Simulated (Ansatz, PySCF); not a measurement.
Process, species as SMILES: [I][Ge][I] → [Ge][I] + I atom (the Ge-I bond at the site shown breaks; other sites are not compared here)
Geometries: B3LYP-D3(BJ)/def2-TZVP minima from Ansatz (a quantum-chemistry and plane-wave program). Frequencies are from Ansatz or PySCF.

Wanted: bond dissociation energy (enthalpy at 298 K, with B3LYP-D3(BJ) rigid-rotor harmonic-oscillator terms), in kcal/mol. Valence correlation only, unless marked. UHF or UKS for open shells. No spin-orbit coupling. The frozen core is the preceding noble-gas configuration, with the filled d and f shells of earlier blocks. In def2 rows, elements after Kr have scalar-relativistic effective core potentials. STO-3G rows are all-electron and non-relativistic. CBS marks a two-point X^-3 extrapolation of the correlation energy; Hartree-Fock from the larger set. The bracket is a focal-point correction in the basis named.

| level | program | bond dissociation energy (kcal/mol) |
|---|---|---|
| HF/def2-QZVPP | Ansatz | 41.7 |
| revPBE-D4/def2-TZVPD | Ansatz + dftd4 | 72.8 |
| r2SCAN-D4/def2-TZVPD | Ansatz + dftd4 | 72.2 |
| BHLYP-D4/def2-TZVPD | Ansatz + dftd4 | 66.8 |

**Question.** Predict the RI-MP2/CBS(def2-TZVPPD,def2-QZVPPD)+[CCSD(T)-MP2]/def2-TZVPPD result (Ansatz).

**Answer.** 70.7 kcal/mol, so BHLYP-D4/def2-TZVPD differs from it by -3.9 kcal/mol.
